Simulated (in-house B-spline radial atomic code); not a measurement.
Ionisation energies along the 50-electron series, configuration [Kr] 4d10 4f2 5s2, as differences of self-consistent energies. NIST's values go from ground level to ground level; the uncertainty of those that are theory runs from under 0.1 % in few-electron ions to several per cent in heavy many-electron ones. Computed with a B-spline radial code for spherical atoms: non-relativistic Hartree-Fock, average of the configuration, point nuclei.

Some pairs differ by more than the removed electron.

This level leaves out relativity, spin-orbit splitting included, which matters for heavy ions.

| ion | configuration after | ionisation energy (eV) | IE/(q+1)² (eV) | -ε less Coulomb ΔSCF (eV) | tabulated value (eV) | tabulated kind | computed minus tabulated (eV) |
| --- | --- | --- | --- | --- | --- | --- | --- |
| Pr9+ | [Kr] 4d10 5s2 5p1 | 145.82 | 1.4582 | - | 148 | tabulated theory | -2.18 |
| Nd10+ | [Kr] 4d10 4f1 5s2 | ? | ? | ? | ? | tabulated theory | ? |
| Pm11+ | [Kr] 4d10 4f1 5s2 | ? | ? | ? | ? | tabulated theory | ? |
| Sm12+ | [Kr] 4d10 4f1 5s2 | 230.87 | 1.3661 | - | 237 | tabulated theory | -6.13 |
| Eu13+ | [Kr] 4d10 4f2 5s1 | 245.95 | 1.2548 | 0.21974 | 263 | tabulated theory | -17.05 |

(1) Fill in the row of Nd10+.

(2) Fill in the row of Pm11+.

Answers

(1) ionisation energy (eV): 167.05; IE/(q+1)² (eV): 1.3805; -ε less Coulomb ΔSCF (eV): 1.9755; tabulated value (eV): 168; computed minus tabulated (eV): -0.95.

(2) ionisation energy (eV): 197.97; IE/(q+1)² (eV): 1.3748; tabulated value (eV): 202; computed minus tabulated (eV): -4.03.
